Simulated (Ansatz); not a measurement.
An input meant for the cluster La₃ (charge 0, doublet; atoms displaced at random, 0.03 Å in each coordinate).

```yaml
crystal:
  periodic: [false, false, false]
  atoms:
    - {symbol: La, position_ang: [-1.322076, -1.258131, 0.250410]}
    - {symbol: La, position_ang: [1.649829, -0.259130, 0.866930]}
    - {symbol: La, position_ang: [-0.306564, 1.496112, -1.141207]}
basis:
  gaussian: {orbitals: def2-mTZVP, final_grid: {core_spheres: 1, valence_spheres: 1, degree: 3}}
magnetization: {spin_polarized: true, initial_magnetization: 1}
hamiltonian: {xc: {name: r2SCAN}}
correlation: {electrons: all}
```

```sh
$ ansatz run in.yaml --threads 4 --pin off --events-out ev --progress --plain --max-ram 3916MiB
```

Question: Predict how Ansatz answers.

Answer: The program refused the input.
```
Error: invalid value for `correlation`: name a method or an active space
```
